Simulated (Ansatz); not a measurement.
`C[SiH](O)[GaH2]` + `BN` → `B[NH][GaH2]` + `C[SiH2]O`  (cleavage of the Ga–Si bond)

Calculated with Ansatz (gas phase, PBE0-D4/def2-TZVP geometries, no zero-point term in ΔE). CBS: MP2 limit from def2 TZ/QZ plus the TZ coupled-cluster correction, frozen cores. This one scheme is used for every species. Functionals use def2-TZVPP. For Ga outer-core shells are correlated without core-valence functions, which leaves a few kJ/mol of doubt a bond. Scalar relativity is left out up to krypton. One conformer a species, not always the lowest.

`C[SiH](O)[GaH2]`:

Z-matrix (Å, degrees):
```
C
Si 1 1.872
H 1 1.094 2 110.2
H 1 1.094 2 111.3 3 119.2
H 1 1.092 2 111.3 3 -119.8
O 2 1.664 1 111.6 3 -179.9
Ga 2 2.424 1 114.1 3 64.6
H 2 1.498 1 106.9 3 -60.3
H 6 0.959 2 117.6 1 67.4
H 7 1.578 2 121.2 1 30.4
H 7 1.575 2 122.1 1 -150.8
```

`BN`:

Cartesian coordinates in Å:
```
B 0.299 -0.594 -0.154
N -0.307 0.611 0.158
H -0.374 -1.582 -0.219
H 1.479 -0.617 -0.349
H 0.196 1.479 0.230
H -1.293 0.703 0.334
```

`B[NH][GaH2]`:

Z-matrix (Å, degrees):
```
B
N 1 1.399
H 1 1.201 2 118.9
H 1 1.201 2 120.4 3 180.0
Ga 2 1.854 1 125.2 3 -0.0
H 2 1.011 1 117.0 3 -180.0
H 5 1.556 2 116.3 1 0.1
H 5 1.563 2 116.3 1 -179.9
```

`C[SiH2]O`:

Cartesian coordinates in Å:
```
C -1.054 0.144 -0.494
Si 0.466 -0.440 0.410
O 1.829 0.374 -0.046
H -1.923 -0.451 -0.196
H -0.928 0.044 -1.575
H -1.276 1.191 -0.270
H 0.746 -1.863 0.096
H 0.241 -0.295 1.878
H 1.899 1.297 0.197
```

```csv
level,ΔE (kJ/mol)
B97M-V,-38.0
r2SCANh,-38.8
CCSD/def2-SVP,-50.6
HF/def2-QZVPP,-54.3
```

What does CCSD(T)/CBS give? (An estimate is asked.)

Computed: -44.7 kJ/mol. The listed levels differ from it by 6.7, 5.9, -5.9, -9.6 kJ/mol.

Largest T1 diagnostic among the species: 0.013.

Leaving LDA and LC-ωPBE aside and taking each functional with its dispersion term where it has one, the values, not all of them listed here, spread over 20.5 kJ/mol, from B2PLYP to PBE-D4. LDA lies −3.4 kJ/mol from PBE without D4. At CCSD(T), def2-SVP lies −6.2 kJ/mol from the extrapolated value and def2-TZVPP −1.9 kJ/mol. From PBE to PBE0 (25 % exact exchange), in def2-TZVPP and without D4, ΔE moves by −3.9 kJ/mol.
